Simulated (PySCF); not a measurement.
Ranking problems on computed properties.

Species are written as SMILES; each is one conformer at its optimised geometry, gas phase, non-relativistic unless stated; the electronic structure was computed with PySCF and density fitting.

The conformers computed, where there is a choice (atom-mapped SMILES and torsion angles):
- `[O:1]=[C:2]1[CH:3]=[C:4]([CH2:5][OH:6])[O:7][CH:8][CH+:9]1`: C3–C4–C5–O6 16°, H–O6–C5–C4 93°
- `[H]/[C:1]=[CH:2]\[C:3](=[S:4])[CH:5]=[CH2:6]`: C1–C2–C3–S4 180°, C2–C3–C5–C6 180°
- `[CH3:1][O:2][c:3]1[o:4][cH:5][cH:6][c:7]1[CH:8][O-:9]`: C1–O2–C3–O4 -82°, C6–C7–C8–O9 2°
- `[N:1]#[C:2][C@@H:3]([F:4])[CH:5][O:6][C:7]([F:8])([F:9])[F:10]`: C2–C3–C5–O6 103°, C3–C5–O6–C7 -165°, C5–O6–C7–F8 -58°
- `[OH:1][CH2:2][C:3]1=[N:4][CH2:5][C:6]=[N:7]1`: O1–C2–C3–N4 7°, H–O1–C2–C3 -15°
- `[CH3:1][O:2][C:3](=[O:4])[C+:5]1[CH:6][CH2:7][C:8]1=[O:9]`: C1–O2–C3–O4 0°, O2–C3–C5–C6 180°
- `[CH3:1][C@@H:2]([C:3]#[N:4])[S:5]([CH3:6])(=[O:7])=[O:8]`: C1–C2–S5–C6 -173°

Question: Rank by isotropic g value, lowest first (unrestricted B3LYP/pcH-1, mean-field spin–orbit at GFN2-xTB geometries).
A. `COc1occc1[CH][O-]` [radical]
B. `O=C1C=C(CO)O[CH][CH+]1` [radical]
C. `F[C@H](C#N)[CH]OC(F)(F)F` [radical]
D. `COC(=O)[C+]1[CH]CC1=O` [radical]
E. `C(=[C]/[H])/C(C=C)=S` [radical]
F. `OCC1=NC[C]=N1` [radical]

Answer: E (2.00106), F (2.00182), C (2.00293), A (2.00397), D (2.00481), B (2.01141).

Q: By how much do the two ends of that ranking differ?

A: By 0.01035, between `O=C1C=C(CO)O[CH][CH+]1` [charge +1 and doublet state] and `[H]/[C]=C\C(=S)C=C` [doublet state].

Question: Rank by smallest rotational constant, highest first (GFN2-xTB).
A. `O(C(F)(F)F)[CH][C@@H](C#N)F` [radical]
B. `OCC1=NC[C]=N1` [radical]
C. `c1oc(c([CH][O-])c1)OC` [radical]
D. `O=C1C=C(CO)O[CH][CH+]1` [radical]
E. `C[C@@H](C#N)S(C)(=O)=O`

Answer: B (1.684 GHz), E (1.255 GHz), C (0.993 GHz), D (0.896 GHz), A (0.605 GHz).

Q: By how much do the two ends of that ranking differ?

A: By 1.079 GHz, between `OCC1=NC[C]=N1` [doublet state] and `N#C[C@@H](F)[CH]OC(F)(F)F` [doublet state].
